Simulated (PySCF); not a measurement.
Coordinates in bohr (charge 1 multiplicity 4):
```
B     1.5720    1.5720    0.0000
B    -1.5720    1.5720    0.0000
B    -1.5720   -1.5720    0.0000
B     1.5720   -1.5720    0.0000
```

All numbers come from UPBE0 in PySCF with B def2-TZVP; no relativity; density-fitted integrals.

This geometry of [B4]+ is a stationary point at this level.

Question: What is the point group?

Answer: D4h.

Question: Is it a minimum?

Answer: Yes: all harmonic wavenumbers are real.

Question: Which band is strongest in the infrared?

Answer: 745 cm⁻¹ (eu), 171 km/mol.

Question: What are the dipole moment and the gap between the highest occupied and lowest empty levels of either spin?

Answer: 0.00 D about the centre of mass and 1.27 eV.

Question: Give the ideal-gas entropy at 298.15 K and 1 bar by parts.

Answer: translation 156.1, rotation 76.7, vibration 10.4, spin 11.5; total 254.7 J/(mol K).

Only a few start shapes were tried, so a lower isomer may exist. At this level a doublet minimum of D2h symmetry lies 145 kJ/mol below this structure.
